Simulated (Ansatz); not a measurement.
The multiplicity is imposed and other spin states were not computed.

Species: [Zn(OH)(CH3)] (charge 0, multiplicity 1).

Task: Give a relaxed geometry from PBE-D3(BJ)/def2-SVP (Ansatz, a quantum-chemistry and plane-wave program).

Result: Several could match; the one computed here: the end point of this relaxation, one of several conformers.
Cartesian coordinates (Å) in one orientation:
```xyz
7

Zn    -0.025     0.003     0.006
O     -0.615    -1.648    -0.352
H     -0.798    -2.165     0.454
C      0.618     1.807     0.226
H      0.634     2.336    -0.749
H      1.649     1.817     0.635
H     -0.033     2.382     0.914
```
